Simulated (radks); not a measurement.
The mean radii <r> (bohr) of the occupied orbitals of an atom or ion are listed with their occupations. Calculated with a radial shooting solver on a logarithmic mesh with Libxc functionals: Dirac Kohn-Sham, relativistic LDA (MacDonald-Vosko exchange, VWN5 correlation), spin-unpolarised, spherical densities, finite nucleus; Fermi nuclear charge, rms radius of each element as measured or else 0.836 A^(1/3) + 0.57 fm.

orbital  occ.      <r>
1s1/2       2  0.06666
2s1/2       2   0.3092
2p1/2       2   0.2727
2p3/2       4   0.2755
3s1/2       2   0.9245
3p1/2       2   0.9646
3p3/2       4   0.9717
3d3/2       1    1.075

Name the element and its charge. Open shells, if any, fill j = l - 1/2 first.

Answer. Z = 23, vanadium, charge +4: V4+ in [Ar] 3d1. The 1s radius gives Z: for a bare nucleus <r> = (2 gamma + 1)/(2Z) with gamma = sqrt(1 - (Z/c)^2), 0.0646 bohr for Z = 23, and screening makes it slightly larger (0.06666 here). The occupations add up to 19, and the charge is Z minus that.
